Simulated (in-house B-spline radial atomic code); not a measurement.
Configurations of In VII (In6+), with energies counted from [Kr] 4d7. Level of theory: scalar-relativistic (X2C) BHandHLYP, spin-polarised, spherical fractional occupations, exact exchange averaged over the configuration, Fermi nucleus of rms radius 4.6156 fm; calculated with a B-spline radial code for spherical atoms. Shells without spins written out take the highest spin.

Occupations are held fixed; configurations that lie above the ionisation limit could autoionise.

| configuration | E - E(ref) (eV) | highest orbital | its <r> (bohr) |
| --- | --- | --- | --- |
| [Kr] 4d6 5s1 | 29.583 | 5s up | 1.848 |
| [Ar] 3d10 4s2 4p5 4d8 | 65.628 | 4d down | 1.046 |
| [Ar] 3d10 4s2 4p5 4d7 5s1 | 95.161 | 5s up | 1.844 |
| [Ar] 3d10 4s2 4p5 4d7 4f1 | 121.42 | 4f up | 1.555 |

Task: Order these further configurations by energy, lowest first.
A. [Ar] 3d10 4s2 4p5 4d7 5p1
B. [Kr] 4d6 5d1
C. [Ar] 3d10 4s2 4p5 4d7 5d1
D. [Kr] 4d6 5f1

Result: B (59.627 eV), D (77.243 eV), A (107.55 eV), C (125.27 eV).
